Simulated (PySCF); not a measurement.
Ge⁺ (germanium, charge +1) across methods

[Ar] 3d10 4s1 4p2, high-spin 4P determinant (an excited configuration). Calculation: PySCF 2.14, in aug-cc-pVQZ-PP with ECP10MDF; scalar relativity through the core potential.

| method | E (hartree) | mean ε 3d β (eV) | mean ε 4s α (eV) | mean ε 4p α (eV) | Σ⟨r²⟩ (bohr²) | ⟨S²⟩ |
| --- | --- | --- | --- | --- | --- | --- |
| r2SCAN | -293.8893 | -40.394 | -22.420 | -13.257 | 28.86 | 3.752 |
| M06 | -294.0577 | -44.171 | -23.211 | -13.797 | 29.02 | 3.751 |
| PBE | -293.9884 | -40.125 | -21.722 | -12.852 | 29.20 | 3.751 |
| PBE0 | -293.9644 | -43.836 | -23.410 | -14.040 | 29.09 | 3.751 |
| UHF | -292.90341 | -53.876 | -27.859 | -17.151 | 29.26 | 3.752 |
| HSE06 | -293.9571 | -43.405 | -22.986 | -13.616 | 29.12 | 3.751 |
| LDA | -293.5039 | -40.262 | -21.964 | -12.898 | 29.15 | 3.751 |
| CAM-B3LYP | -293.9591 | -45.213 | -24.987 | -15.229 | 29.10 | 3.751 |

(1) Estimate the same row for M06-2X.

Energies and moments cover only the electrons outside the core potential.

Answers

(1) E (hartree) = -294.1446; mean ε 3d β (eV) = -48.231; mean ε 4s α (eV) = -24.622; mean ε 4p α (eV) = -14.922; Σ⟨r²⟩ (bohr²) = 29.15; ⟨S²⟩ = 3.750.
